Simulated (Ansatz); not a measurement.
Ansatz (a quantum-chemistry and plane-wave program) input:

Ansatz 0.2 input:
```yaml
crystal:
  periodic: [false, false, false]
  atoms:
    - {symbol: C, position_ang: [-3.86644479, -1.28114872, -0.36032221]}
    - {symbol: C, position_ang: [-2.36742174, -1.33594560, -0.55290411]}
    - {symbol: O, position_ang: [-1.79731433, -0.17814322, 0.08398737]}
    - {symbol: Ge, position_ang: [-0.06154987, 0.08772017, 0.05940335]}
    - {symbol: Br, position_ang: [0.68919690, 0.25391879, -2.11987751]}
    - {symbol: Br, position_ang: [0.29635929, 2.04083497, 1.19805973]}
    - {symbol: Br, position_ang: [1.02991419, -1.67457582, 1.08093495]}
    - {symbol: H, position_ang: [-4.33359964, -2.14768148, -0.83268229]}
    - {symbol: H, position_ang: [-4.11693127, -1.28645293, 0.70083261]}
    - {symbol: H, position_ang: [-4.27767587, -0.37662205, -0.80925614]}
    - {symbol: H, position_ang: [-1.95051564, -2.24280278, -0.10487300]}
    - {symbol: H, position_ang: [-2.11143148, -1.33200269, -1.61657039]}
basis:
  gaussian:
    orbitals: STO-3G
magnetization: {spin_polarized: false}
correlation: {method: ccsd_t, electrons: outside_noble_gas}
```

**Question.** What final total energy does it print?

**Answer.** -9837.76317 Eh (CCSD(T)/STO-3G). The basis has 92 functions.
